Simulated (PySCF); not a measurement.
C8H7NO.
Atom-mapped SMILES: `[OH:1][c:2]1[cH:3][cH:4][cH:5][c:6]2[cH:7][cH:8][nH:9][c:10]12` (hydrogens: H11 on O1; H12 on C3; H13 on C4; H14 on C5; H15 on C7; H16 on C8; H17 on N9)

Cartesian coordinates in Å at the PBE0-D3(BJ)/def2-SVP level; atoms count from 1:
```xyz
17
C8H7NO angstrom
O     -0.7861    2.3529   -0.3655
C     -0.7818    1.0076   -0.2039
C     -1.9116    0.2219   -0.0291
C     -1.8026   -1.1762    0.1317
C     -0.5770   -1.8185    0.1222
C      0.5861   -1.0420   -0.0539
C      1.9905   -1.3254   -0.1193
C      2.6348   -0.1274   -0.3096
N      1.7147    0.8871   -0.3659
C      0.4607    0.3589   -0.2137
H     -1.6951    2.6694   -0.3401
H     -2.8975    0.6968   -0.0167
H     -2.7180   -1.7572    0.2664
H     -0.5110   -2.9011    0.2480
H      2.4658   -2.3001   -0.0357
H      3.6982    0.0817   -0.4110
H      1.9094    1.8683   -0.4989
```

Level: CAM-B3LYP/def2-SVPD in PySCF, non-relativistic, on one gas-phase PBE0-D3(BJ)/def2-SVP geometry that isn't relaxed in the solvent. The solvent is an IEF-PCM continuum (van der Waals radii × 1.2), and excitations are vertical TDDFT with non-equilibrium linear response and a frozen core. The model holds no explicit solvent molecules, cavitation or dispersion.

```tsv
run	E − E(gas) (kJ/mol)	HOMO (eV)	HOMO–LUMO gap (eV)	dipole (D)	lowest singlet (eV)	static polarisability (au)
gas	0.00	-6.91	7.74	1.65	4.96	103.5
P	-35.61	-7.00	7.76	2.43	4.96	148.5
Q	-29.08	-6.97	7.76	2.28	4.95	139.4
```

Task: The runs were made in acetonitrile and tetrahydrofuran. Which run belongs to which solvent?

Result: P = acetonitrile, Q = tetrahydrofuran. The dielectric constants are 7.426 (tetrahydrofuran), 35.69 (acetonitrile), and the energy falls further as ε rises. The optical constants n² used for the excitations are 1.97, 1.81 in the same order. In this model the ground state sees the solvent through ε alone.

Task: How constant is the ratio of the lowering to (ε − 1)/(2ε + 1)?

Result: 
```
        solvent  (ε − 1)/(2ε + 1)  E − E(gas) (kJ/mol)  ratio (kJ/mol)  polarisation term (kJ/mol)
tetrahydrofuran             0.405               -29.08           -71.7                      -32.81
   acetonitrile             0.479               -35.61           -74.3                      -41.32
```

The ratio changes by +3.6 % in size from tetrahydrofuran to acetonitrile. The polarisation term is half the interaction of the solute with the induced surface charges.
